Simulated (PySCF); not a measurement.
All values below come from PBE-D3(BJ)/def2-TZVP // B3LYP-D3(BJ)/def2-TZVP (PySCF). Isolated molecules, 0 K electronic values unless said otherwise. One relaxed conformer stands for a flexible species; it need not be the lowest. Delta-SCF ions had no search for a lower state. Excitations are Tamm–Dancoff values on a coarser integration grid. The basis has no diffuse functions, so Rydberg states are missing or too high.

Reference species (SMILES): `C=CN` (neutral, multiplicity 1).

| Item | Value |
|---|---|
| HOMO–LUMO gap | 4.87 eV |
| S1 oscillator strength | 0.006 |
| vertical ionisation energy (Delta-SCF) | 8.33 eV |
| T1 excitation (TDA) | 4.12 eV |

Changed species: `C=CNC` (C–C–N–C torsion 151°) (X = methylamino; the reference has X = amino).

### Question
Give the shifts of the HOMO–LUMO gap, S1 oscillator strength, vertical ionisation energy (Delta-SCF) and T1 excitation (TDA).

### Answer
the HOMO–LUMO gap drops by 0.28 eV, to 4.59 eV; the S1 oscillator strength stays essentially unchanged; the vertical ionisation energy (Delta-SCF) falls by 0.48 eV, to 7.85 eV; the T1 excitation (TDA) drops by 0.20 eV, to 3.92 eV.
